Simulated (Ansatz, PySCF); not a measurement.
CF3 (SMILES F[C](F)F), doublet, at a GFN2-xTB geometry, with bond 2-1 at 1.4 times its length. Base run: PySCF with CASSCF(3,4)/def2-SVP.

Here is a job for PySCF.
```python
from pyscf import gto, scf, mcscf
import numpy

mol = gto.M(
    atom='''
C     0.00552219   -0.00298219    0.30912126
F    -0.02594688    1.77263011   -0.20234554
F     1.10173441   -0.61785050   -0.09436407
F    -1.08846015   -0.64547368   -0.05550460
''',
    basis='def2-svp',
    spin=1,
    verbose=3,
)

mf = scf.ROHF(mol)
mf.kernel()
mc = mcscf.CASSCF(mf, 4, 3)
mc.fix_spin_(ss=0.75)
mc.kernel()
occ = numpy.linalg.eigvalsh(mc.fcisolver.make_rdm1(mc.ci, mc.ncas, mc.nelecas))[::-1]
ss = mc.fcisolver.spin_square(mc.ci, mc.ncas, mc.nelecas)[0]
print('natural occupations', occ.round(4), ' <S^2>', round(ss, 4))
```

Programs used: Ansatz (an electronic-structure program), PySCF; a row that names a program was run with it.

Variants of this job, named by their change:

```tsv
change	ΔE vs base (kcal/mol)	natural occupations	<S^2> of the state
base	0.000	1.89 1.00 0.10 0.00	0.75
correction = SC-NEVPT2	-397.1	1.89 1.00 0.10 0.00	0.75
active space = 3 electrons, 5 orbitals	-1.50	1.89 1.00 0.10 0.00 0.00	0.75
active space = 9 electrons, 8 orbitals	-38.23	2.00 1.98 1.98 1.93 1.01 0.07 0.02 0.02	0.75
active space = 5 electrons, 5 orbitals	-13.12	1.98 1.91 1.01 0.09 0.01	0.75
active space = 5 electrons, 6 orbitals	-15.92	1.99 1.90 1.01 0.09 0.01 0.00	0.75
orbitals = fixed (CASCI); correction = SC-NEVPT2	-403.2	1.97 1.00 0.04 0.00	0.75
active space = 9 electrons, 9 orbitals	-59.08	1.99 1.98 1.98 1.94 1.00 0.06 0.02 0.02 0.01	0.75
orbitals = fixed (CASCI)	25.80	1.97 1.00 0.04 0.00	0.75
code = ansatz; correction = SC-NEVPT2, all electrons	-397.1	-	-
state_average = 2 states	4.40	-	-
```

Active orbitals are taken around the Fermi level unless the row says otherwise; CASSCF can end in different local minima, and two programs can end on different orbitals. State-averaged rows give the lowest state.

Open shells are given as the SCF converged; they aren't shown to be the lowest states, and a large step between rows can be another state.
